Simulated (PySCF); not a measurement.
Z-matrix (Å, degrees):
```
Si
N 1 1.7103
H 2 1.0041 1 123.21
H 2 1.0074 3 113.34 1 170.40
N 1 1.7169 2 106.49 3 -154.43
H 5 1.0068 1 120.71 2 -153.84
H 5 1.0070 6 111.97 1 152.79
H 1 1.4971 2 116.49 3 90.68
```
Charge 0, spin multiplicity 2.

Q: Estimate the dipole moment, total energy and highest occupied spin orbital that PBE-D3(BJ)/def2-TZVP // CAM-B3LYP-D3(BJ)/def2-TZVP run with PySCF returns for this input.

A: 
```yaml
dipole_moment: 1.39 D
total_energy: -10933.16 eV
highest_occupied_spin_orbital: -3.78 eV
```
